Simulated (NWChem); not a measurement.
System: C2H8BNO; SMILES OBN(C)C

The following NWChem deck was run.

```
start job
memory heap 200 mb stack 900 mb global 1100 mb
geometry units angstroms
  B      0.311485    -0.884318     0.475336
  H      0.119158    -1.328678     1.541663
  O      1.087631    -1.629816    -0.342836
  H      1.248452    -1.271170    -1.215557
  N     -0.259263     0.352801     0.130499
  C     -0.113419     1.023916    -1.140689
  C     -1.081777     1.114404     1.040593
  H     -1.091449     1.174658    -1.610829
  H      0.353547     2.007323    -1.005739
  H      0.506321     0.442651    -1.821157
  H     -0.636189     2.100383     1.229404
  H     -2.080989     1.267831     0.624395
  H     -1.171730     0.584014     1.983862
end
basis spherical
  * library def2-svp
end
dft
  xc pbe0
  iterations 150
end
driver
  maxiter 120
end
task dft optimize
```

No frequency run checked for a minimum.

The level has its own optimisation.

Question: Give the results of this calculation. (PBE0/def2-SVP.) Quantities: r B–H (Å); r B–O (Å); r B–N (Å); r H–O (Å); dipole (D).

Answer: 
- r B–H (Å) = 1.210
- r B–O (Å) = 1.364
- r B–N (Å) = 1.415
- r H–O (Å) = 0.962
- dipole (D) = 2.81
